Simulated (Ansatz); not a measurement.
Compare A (`F/C=[CH]/[AlH2]`) with its isomer B (`F[CH]1[CH2][AlH]1`).

Isolated molecules relaxed with PBE0-D4/def2-TZVP in Ansatz; ΔE leaves out vibrations. CBS: MP2 limit from def2 TZ/QZ plus the TZ coupled-cluster correction, frozen cores. DFT in def2-TZVPP. B3LYP here is the variant with VWN-RPA as its local correlation; programs differ in this.

Task: Which is lower in electronic energy at CCSD(T)/CBS, and by how much? (Best estimate.)

Result: Computed: A, by 27.9 kcal/mol.

Task: Give E(B) − E(A) in kcal/mol with PBE-D4, HF/def2-TZVPP, B3LYP, PBE0-D4, MP2/def2-TZVPP, CCSD(T)/def2-TZVPP, CCSD(T)/def2-SVP. (Estimate.)

Result: Computed: PBE-D4 24.4, HF/def2-TZVPP 37.5, B3LYP 29.6, PBE0-D4 25.1, MP2/def2-TZVPP 27.8, CCSD(T)/def2-TZVPP 29.1, CCSD(T)/def2-SVP 31.0. None reverses the order clearly.

Task: Does the order hold for the free energy at 298.15 K (harmonic terms from PBE0-D4)? (Estimate.)

Result: Ansatz gave: Yes: G(B) − G(A) = +30.1 kcal/mol.

Largest T1 diagnostic: 0.013.

In def2-TZVPP, CCSD(T) changes the Hartree–Fock value by −8.3 kcal/mol (the triples alone add −0.4 kcal/mol) and MP2 by −9.7 kcal/mol. From BLYP to BHLYP (50 % exact exchange), in def2-TZVPP and without D4, E(B) − E(A) moves by +1.2 kcal/mol.
